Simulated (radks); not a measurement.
Polarisability of neutral bismuth, [Hg] 6p3, at imaginary frequency. Method: scalar-relativistic Kohn-Sham, LDA (Slater exchange, Perdew-Wang correlation), spin-unpolarised, spherical densities, finite nucleus; Fermi nuclear charge, rms radius 5.5211 fm; computed with a radial shooting solver on a logarithmic mesh with Libxc functionals. Response by self-consistent Sternheimer equations with the Hartree and adiabatic LDA kernel, the relativistic mass of each level held fixed and spin-orbit coupling left out.

| w (hartree) | alpha1(iw) (bohr^3) |
|---|---|
| 0.00266 | 58.81 |
| 0.0143 | 58.58 |
| 0.0360 | 57.32 |
| 0.0697 | 53.72 |
| 0.118 | 46.86 |
| 0.186 | 37.48 |
| 0.280 | 27.60 |
| 0.413 | 18.97 |
| 0.605 | 12.36 |
| 0.892 | 7.742 |
| 1.35 | 4.664 |
| 2.12 | 2.618 |
| 3.59 | 1.262 |
| 6.94 | 0.4622 |
| 17.5 | 0.1080 |

Static values: alpha1 = 58.82 bohr^3 (8.716 angstrom^3; uncoupled 88.85). C6 = 712.8, triple-dipole C9 = 28930 atomic units. One-pole (London) frequency 4 C6 / (3 alpha1^2) = 0.275 hartree, against 0.175 for minus the highest occupied eigenvalue. Recommended static value: 48 bohr^3 (Schwerdtfeger and Nagle, 2023 table).

Beside tabulated values, note that spin-unpolarised runs miss the spin-polarisation part of the exchange energy of open shells.
